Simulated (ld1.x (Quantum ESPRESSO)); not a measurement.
## niobium (Nb): variants of one TM potential

Base potential:

| Property | Result |
| --- | --- |
| Element | niobium (Nb) |
| Generator | ld1.x (Quantum ESPRESSO) 7.5 |
| Type | norm-conserving Troullier–Martins (Kleinman–Bylander form) |
| Functional | PBEsol |
| Relativity | fully relativistic |
| Frozen core | [Kr] |
| Valence charge | 5 |
| Reference configuration | 4d4 5s1 5p0 |
| Partial waves | 5s (bound): rc 2.55 bohr; 5p (bound, empty): rc 3.35 bohr; 4d (bound): rc 2.10 bohr |
| Local potential | all-electron potential smoothed inside 3.30 bohr (lloc = -2) |
| Core correction | a·sin(br)/r model core inside 1.60 bohr |

Open shells are filled in proportion to 2j + 1 (rel_dist='average').

Cutoffs, loose and tight: the cutoffs (Ry, on a coarse ladder) from which the occupation-weighted sum of valence levels, in a spherical-Bessel basis at the reference potential, stays within 10 and 1 mRy of its value at 400 Ry. They do not see the model core or the augmentation charge, which bear on the density cutoff. Test errors are all-electron minus pseudo excitation energies from the reference, over the configurations 4d4 5s0 5p0; 4d3 5s0 5p0; 4d2 5s0 5p0; 4d4 5s0 5p1; 4d4.5 5s0.5 5p0; 4d3 5s2 5p0; 4d3 5s1 5p0. A dash means not determined; rows that change the core or the reference have their own tests. The largest error is taken over the tests solved by every variant that gives reliable tests at all: 4d2 5s0 5p0; 4d3 5s0 5p0; 4d3 5s1 5p0; 4d3 5s2 5p0; 4d4 5s0 5p0; 4d4.5 5s0.5 5p0.

A true bound ghost makes a file unfit for plane-wave use even where its test errors are small: the radial tests pick states by their node count and pass the ghost by. Where a test does run into it, the solver fails or the error is huge.

```csv
change,outcome,"cutoff, loose","cutoff, tight",bound ghosts,largest test error (meV)
base,generated,35 Ry,40 Ry,none,-623
local potential all-electron potential smoothed inside 1.50 bohr (lloc = -2),generated,35 Ry,40 Ry,"s, p3/2, p1/2",-456
local potential all-electron potential smoothed inside 1.76 bohr (lloc = -2),generated,35 Ry,40 Ry,s,-461
local potential all-electron potential smoothed inside 2.34 bohr (lloc = -2),generated,35 Ry,40 Ry,none,-497
local potential all-electron potential smoothed inside 3.34 bohr (lloc = -2),generated,35 Ry,40 Ry,none,-637
local potential all-electron potential smoothed inside 3.74 bohr (lloc = -2),generated,35 Ry,40 Ry,none,-700
```

(1) What comes out with this change to the base: local potential all-electron potential smoothed inside 2.84 bohr (lloc = -2)?

Answers

(1) outcome: generated; cutoff, loose: 35 Ry; cutoff, tight: 40 Ry; bound ghosts: none; largest test error (meV): -552.

Reading the sweep of the rcloc (base included, trends over the rows without a ghost): The loose cutoff stays near 35 Ry. The median size of the test errors (rows with all tests solved) rises from 19.8 meV at 2.34 to 84.7 meV at 3.74 bohr. Bound ghosts are found at 1.5, 1.76 bohr.
